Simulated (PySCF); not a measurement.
[CoBr4]2- holds Co(II), d7, at total charge -2. The structure is a model geometry with rigid ligands and bond lengths from ionic radii, not a minimum; coordination tetrahedral, point group Td, metal–donor distances 2.48 Å.

```
5

Co    0.000    0.000    0.000
Br    1.435    1.435    1.435
Br   -1.435   -1.435    1.435
Br   -1.435    1.435   -1.435
Br    1.435   -1.435   -1.435
```

Method (PySCF 2.14, density fitting): CASSCF(7,5) with orbitals averaged over all microstates of the shell, strongly contracted NEVPT2 on the averaged canonical orbitals; basis x2c-TZVPall on the metal, x2c-SVPall elsewhere; spin-free X2C; IEF-PCM water; spin-orbit coupling by state interaction with the mean-field operator over all roots.

Question: Which term lies lowest, and with what spin?

Answer: 4A2 (S = 3/2, orbital degeneracy 1), with 4.0 electrons in the lower (e-type) set and 3.0 in the upper (t2-type) set, by NEVPT2.

Question: List the excited states of the same spin.

Answer: By NEVPT2: 4T2 at 2800 cm⁻¹; 4T1 at 4932 cm⁻¹; 4T1 at 18127 cm⁻¹ (552 nm). The strongest, at 18127 cm⁻¹, has f = 4.4e-04.

Question: Which is the lowest state of another spin?

Answer: 2E at 18364 cm⁻¹ by NEVPT2; CASSCF alone puts it at 19346 cm⁻¹ above the same ground state.

Question: Give the fitted ligand-field and repulsion parameters.

Answer: At CASSCF level (the NEVPT2 levels don't fit a ligand-field model well): orbital energies 0, 0, 1965, 1965, 1965 cm⁻¹; 10Dq = 1965 cm⁻¹; B = 1185 cm⁻¹; C = 4394 cm⁻¹; B over its free-ion value at the same level 0.947; rms of the fit 87 cm⁻¹; ζ = 492 cm⁻¹ (free ion 526).

Question: What magnetic behaviour follows?

Answer: The ground multiplet follows a spin Hamiltonian with S = 3/2, g = 2.404, 2.404, 2.404, D = 0 (spin-orbit part alone); the lowest levels hold 95 % of the spin-free ground state. μeff is 4.82 μB at 300 K and 4.66 μB at 10 K; the spin-only value is 3.88 μB.

NEVPT2 lifts 4T1 from 3234 to 4932 cm⁻¹; on the d shell alone such lifts tend to overshoot. Gaps between spin states lean to high spin in this active space.

The job took 30 s on one thread of Arm Neoverse V1 (shared host), with 176 basis functions and a peak of 0.53 GiB, launched as `OMP_NUM_THREADS=1 python lf_run.py task.json out`.
